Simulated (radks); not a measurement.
Effect of the nuclear size on the neon ion Ne+, [He] 2s2 2p5. Method: Dirac Kohn-Sham, LDA (Slater exchange, Perdew-Wang correlation), spin-unpolarised, spherical densities, finite nucleus; open shells fill j = l - 1/2 first; Fermi nuclear charge, rms radius 3.0055 fm; computed with a radial shooting solver on a logarithmic mesh with Libxc functionals. The rms radius is varied about that value; shifts are against it.

rms radius (fm),total energy shift (eV),density at nucleus (e/bohr^3),1s1/2 shift (meV)
2.6178,-0.000285,642.6,-0.117
2.7711,-0.000177,642.4,-0.072
3.0055,0,642,0.000
3.1768,0.000138,641.7,0.057
3.4323,0.000358,641.4,0.147

Slopes of the eigenvalues against <r^2> in GHz/fm^2, as finite differences over the two radii next to the reference (eigenvalue slopes, not the field-shift constants of lines): 1s1/2 12.9.
